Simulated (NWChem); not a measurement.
# CH₈P₂Si; SMILES C[SiH](P)P

```xyz
12

Si     0.3776    -0.4476     0.0000
C      2.0975     0.3170     0.0000
P     -0.6565     0.1108    -1.9472
P     -0.6565     0.1108     1.9472
H      0.4796    -1.9419     0.0000
H      2.6593     0.0023    -0.8929
H      2.0422     1.4167     0.0000
H      2.6593     0.0023     0.8929
H     -1.9351    -0.3799    -1.5402
H     -0.9378     1.4513    -1.5370
H     -1.9351    -0.3799     1.5402
H     -0.9378     1.4513     1.5370
```
Atoms are numbered in this order, from 1.

All runs: NWChem. Pople sets run with spherical d functions. The geometry was optimised at PBE0/def2-SVP. Core excitations by TDA in a window of 1s orbitals, non-relativistic and unshifted: absolute energies depend strongly on the exact-exchange share.

Question: What does the run give for C K edge, B3LYP/6-311G**? Quantities: first 1s excitation (eV); dipole oscillator strength of the first; first state with f > 0.002 (eV); dipole oscillator strength of that state.

Answer: 
```
Property                                   Value
----------------------------------------  ------
first 1s excitation (eV)                   275.3
dipole oscillator strength of the first   0.0007
first state with f > 0.002 (eV)            275.8
dipole oscillator strength of that state  0.0022
```
